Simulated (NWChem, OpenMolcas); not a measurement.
**How basis sets differ on GaCNCl2 (SMILES N#[C][Ga]([Cl])[Cl])**

The species is GaCNCl2 (5 atoms), meant as a singlet with charge 0. SMILES: `N#[C][Ga]([Cl])[Cl]`. Geometry: relaxed at PBE0-D4/def2-TZVP.

Quantity: the HOMO–LUMO gap, in eV. The values are calculated.

```csv
level,kind,program,value (eV),CPU time
HF/STO-3G,Hartree–Fock,NWChem,13.10,12 s
HF/3-21G,Hartree–Fock,NWChem,13.49,10 s
HF/cc-pVDZ,Hartree–Fock,OpenMolcas,13.65,16 s
HF/def2-SVP,Hartree–Fock,NWChem,13.67,22 s
```

All-electron rows without a relativistic Hamiltonian named are non-relativistic. The values span 13.10 to 13.67 eV. A Hartree–Fock LUMO above zero doesn't converge with the basis: it sinks as sets grow more diffuse. Orbital gaps aren't excitation energies. Times are those of the runs behind each value, whatever else they computed, on shared processors of several kinds: orders of magnitude only.
